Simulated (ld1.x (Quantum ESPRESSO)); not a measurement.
# Building the TM semilocal potential for C (PBE, scalar-relativistic).

C, norm-conserving Troullier–Martins (semilocal form), made with ld1.x (Quantum ESPRESSO) 7.5 (PBE, scalar-relativistic). Core [He], reference 2s2 2p2. Waves: 2s (bound): rc 0.75 bohr; 2p (bound): rc 1.70 bohr; 3d channel at 0.25 Ry: rc 1.50 bohr. Local part: the d channel. Core correction: a·sin(br)/r model core inside 0.65 bohr.

- Cutoffs needed: 140 Ry and 260 Ry (the cutoffs (Ry, on a coarse ladder) from which the occupation-weighted sum of valence levels, in a spherical-Bessel basis at the reference potential, stays within 10 and 1 mRy of its value at 400 Ry)
- Ghost test: no extra level below or beside the all-electron valence levels (s, p, d tested); the semilocal form is local in each channel, so this says nothing of the separable form that plane-wave codes build from it (spherical-Bessel basis up to 400 Ry, 20 bohr box)
- Largest excitation error: +445 meV (all-electron minus pseudo) for 2s1 2p0, out of 7 test configurations
